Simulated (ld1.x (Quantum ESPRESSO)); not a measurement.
**What the settings do to the TM potential of carbon (C)**

Base potential:

ld1.x (Quantum ESPRESSO) 7.5 input, shortened:

```
&input
   title='C', zed=6., rel=0, dft='PBESOL', iswitch=3,
   config='[He] 2s2 2p2'
 /
 &inputp
   pseudotype=2, tm=.true., lloc=-1, rcloc=1.40,
   nlcc=.true., new_core_ps=.true.
 /
2
2S  1  0   2.00   0.00  1.00  1.00  0.0
2P  2  1   2.00   0.00  2.15  2.15  0.0
 &test
   configts(1)='2s2 2p2'
 /
```

All-electron outer shells of the reference configuration (PBEsol, non-relativistic, ld1.x):

```tsv
shell	level (eV)	outermost node (bohr)	outermost maximum (bohr)
2s	-13.64	0.38	1.22
2p	-5.24	–	1.20
```

Cutoffs, loose and tight: the cutoffs (Ry, on a coarse ladder) from which the occupation-weighted sum of valence levels, in a spherical-Bessel basis at the reference potential, stays within 10 and 1 mRy of its value at 400 Ry. They do not see the model core or the augmentation charge, which bear on the density cutoff. Test errors are all-electron minus pseudo excitation energies from the reference, over the configurations 2s2 2p1; 2s2 2p0; 2s1 2p0; 2s1 2p2; 2s2 2p2.3; 2s1 2p3; 2s2 2p1.5. A dash means not determined; rows that change the core or the reference have their own tests.

| change | outcome | cutoff, loose | cutoff, tight | bound ghosts | largest test error (meV) |
| --- | --- | --- | --- | --- | --- |
| base | generated | 35 Ry | 90 Ry | none | +672 |
| all radii but the core radius scaled by about 0.76 (s 0.76, p 1.64 bohr); local potential all-electron potential smoothed inside 1.06 bohr (lloc = -1) | generated | 120 Ry | 260 Ry | none | +276 |
| all radii but the core radius scaled by about 1.28 (s 1.28, p 2.74 bohr); local potential all-electron potential smoothed inside 1.78 bohr (lloc = -1) | generated | 30 Ry | 80 Ry | none | +1520 |
| all radii but the core radius scaled by about 1.38 (s 1.38, p 2.98 bohr); local potential all-electron potential smoothed inside 1.94 bohr (lloc = -1) | generated | 30 Ry | 70 Ry | none | +1905 |

Task: What comes out with this change to the base: all radii but the core radius scaled by about 0.88 (s 0.88, p 1.88 bohr); local potential all-electron potential smoothed inside 1.22 bohr (lloc = -1)?

Result: outcome: generated; cutoff, loose: 40 Ry; cutoff, tight: 110 Ry; bound ghosts: none; largest test error (meV): +445.

Task: What comes out with this change to the base: all radii but the core radius scaled by about 1.14 (s 1.14, p 2.46 bohr); local potential all-electron potential smoothed inside 1.60 bohr (lloc = -1)?

Result: outcome: generated; cutoff, loose: 35 Ry; cutoff, tight: 90 Ry; bound ghosts: none; largest test error (meV): +1106.

Task: What comes out with this change to the base: all radii but the core radius scaled by about 1.08 (s 1.08, p 2.32 bohr); local potential all-electron potential smoothed inside 1.50 bohr (lloc = -1)?

Result: outcome: generated; cutoff, loose: 35 Ry; cutoff, tight: 90 Ry; bound ghosts: none; largest test error (meV): +861.

Reading the sweep of the scale of all radii but the core radius (base = 1) (base included, trends over the rows without a ghost): The loose cutoff falls from 120 Ry at 0.76 to 30 Ry at 1.38. A larger radius leaves more room for a smooth pseudo-wave, so fewer plane waves are needed; a smaller one forces it to follow the all-electron wave where it bends sharply. The median size of the test errors (rows with all tests solved) rises from 5.3 meV at 0.76 to 119.9 meV at 1.38. More of the atom is replaced by a form fitted at one configuration, so other configurations suffer as the radius grows.
